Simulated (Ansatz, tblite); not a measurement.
Cost and result up the ladder for [Cu(NH3)2]+ (CuN2H6⁺) (9 atoms). Total charge 1; singlet. Geometry: PBE0-D4/def2-TZVP.

```xyz
9

Cu    0.000    0.000    0.000
N    -0.452    0.661    1.749
H    -1.274    1.260    1.734
H     0.300    1.209    2.160
H    -0.654   -0.091    2.404
N     0.452   -0.661   -1.749
H    -0.275   -1.259   -2.134
H     1.308   -1.211   -1.743
H     0.594    0.091   -2.420
```

Ansatz on 2 threads of Intel Xeon Platinum 8259CL on a shared host; xTB runs through tblite on one thread. Times are rough, summed over both states, and most runs start from the orbitals of an earlier one. PBE0-D4/def2-TZVP serves as the yardstick here, not as an exact answer. The other state is a doublet.

The xTB rows come from tblite.

Raw xTB energies of ions are shifted by several eV.

```json
{"level": "GFN2-xTB", "functions": "23", "wall time": "0.013 s", "vertical IE (eV)": "18.77", "difference from PBE0-D4/def2-TZVP (eV)": "4.45"}
{"level": "GFN1-xTB", "functions": "29", "wall time": "0.018 s", "vertical IE (eV)": "18.93", "difference from PBE0-D4/def2-TZVP (eV)": "4.60"}
{"level": "PBE-D4/def2-TZVP", "functions": "143", "wall time": "7.7 s", "vertical IE (eV)": "14.66", "difference from PBE0-D4/def2-TZVP (eV)": "0.34"}
{"level": "PBE0-D4/def2-TZVP", "functions": "143", "wall time": "11 s", "vertical IE (eV)": "14.32", "difference from PBE0-D4/def2-TZVP (eV)": "0.00"}
{"level": "r2SCAN-D4/def2-TZVP", "functions": "143", "wall time": "12 s", "vertical IE (eV)": "14.40", "difference from PBE0-D4/def2-TZVP (eV)": "0.08"}
```
